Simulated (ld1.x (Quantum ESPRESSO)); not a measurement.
## Configuration tests for Cd (ultrasoft)

```
Element                 : Cd (Z = 48)
Generator               : ld1.x (Quantum ESPRESSO) 7.5
Type                    : ultrasoft
Functional              : LDA (PZ)
Relativity              : scalar-relativistic
Frozen core             : [Kr]
Valence charge          : 12
Reference configuration : 4d10 5s2 5p0
Partial waves           : 5s (bound): rcut 1.55, rcutus 2.10 bohr; 5s channel at 1.2 Ry: rcut 1.55, rcutus 2.10 bohr; 5p (bound, empty): rcut 2.05, rcutus 2.70 bohr; 5p channel at 0.25 Ry: rcut 2.05, rcutus 2.70 bohr; 4d (bound): rcut 1.90, rcutus 2.15 bohr; 4d channel at -0.45 Ry: rcut 1.90, rcutus 2.15 bohr
Local potential         : all-electron potential smoothed inside 1.75 bohr (lloc = -2)
Core correction         : a·sin(br)/r model core inside 1.45 bohr
Augmentation charge     : PSQ, radius 1.45 bohr
```

Energies are relative to the spin-unpolarised reference configuration 4d10 5s2 5p0; without spin polarisation the order of configurations can differ from experiment. Spin-polarised rows fill each open shell by Hund’s rule, majority spin first.

| valence configuration | charge | ΔE all-electron (eV) | error AE − PS (meV) |
| --- | --- | --- | --- |
| 4d10 5s1 5p0 | +1 | 9.628 | -2.4 |
| 4d10 5s0 5p0 | +2 | 27.148 | -11 |
| 4d9 5s0 5p0 | +3 | 65.404 | -143 |
| 4d10 5s0 5p1 | +1 | 15.535 | -4.8 |
| 4d10 5s1 5p1 | 0 | 4.790 | -1.1 |
| 4d10 5s0 5p2 | 0 | 9.913 | -3.0 |
| 4d10 5s1 5p0 (spin-polarised) | +1 | 9.439 | +2.7 |
| 4d9 5s0 5p0 (spin-polarised) | +3 | 65.228 | -87 |

Question: What are ΔE and the potential's error for 4d10 5s1.5 5p0?

Answer: ΔE = 3.876 eV all-electron; the error (AE − PS) is -0.9 meV.

Levels in the configuration 4d10 5s1 5p0 (spin-polarised):

| level | all-electron (eV) | pseudo (eV) |
| --- | --- | --- |
| 4d up | -20.818 | -20.822 |
| 5s up | -13.785 | -13.795 |
| 4d down | -20.606 | -20.605 |
